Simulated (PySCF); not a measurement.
PBE on Xe²⁺ (xenon, charge +2)

Configuration: [Kr] 4d10 5s2 5p3 5d1, high-spin 5D determinant (an excited configuration). Computed with PySCF 2.14 in aug-cc-pVTZ-PP with one added diffuse shell each of d, f type with ECP28MDF (6s5p5d3f, 67 functions), with scalar relativity through the core potential.

```json
{
 "Total energy": "-327.6395 hartree",
 "One-electron energy": "-549.5517 hartree",
 "Hartree (Coulomb) energy": "244.9273 hartree",
 "Exchange-correlation energy": "-23.0150 hartree",
 "⟨S²⟩": "6.0006",
 "⟨L²⟩": "6.006",
 "Sum of ⟨r⟩": "27.54 bohr",
 "Sum of ⟨r²⟩": "45.04 bohr²",
 "Traceless quadrupole moment −½Σ⟨3z² − r²⟩ along its main axis": "2.73 e·bohr²"
}
```

```
shell  electrons  mean orbital energy (hartree)  spread (hartree)  rms radius, mean of both spins (bohr)
 4s α          1                       -8.10956                 0                                  0.768
 4s β          1                       -8.09553                 0                                  0.768
 4p α          3                       -6.06095           0.00773                                  0.821
 4p β          3                       -6.04678           0.00970                                  0.821
 4d α          5                       -3.05016           0.00898                                  0.935
 4d β          5                       -3.03034           0.01262                                  0.935
 5s α          1                       -1.56017                 0                                   1.87
 5s β          1                       -1.45234                 0                                   1.87
 5p α          3                       -1.08332           0.01068                                   2.18
 5d α          1                       -0.51268                 0                                   3.15
```

Energies and moments cover only the electrons outside the core potential. The outer electron is Rydberg-like, and this basis confines it to a smaller radius and binds it less than a complete one would.
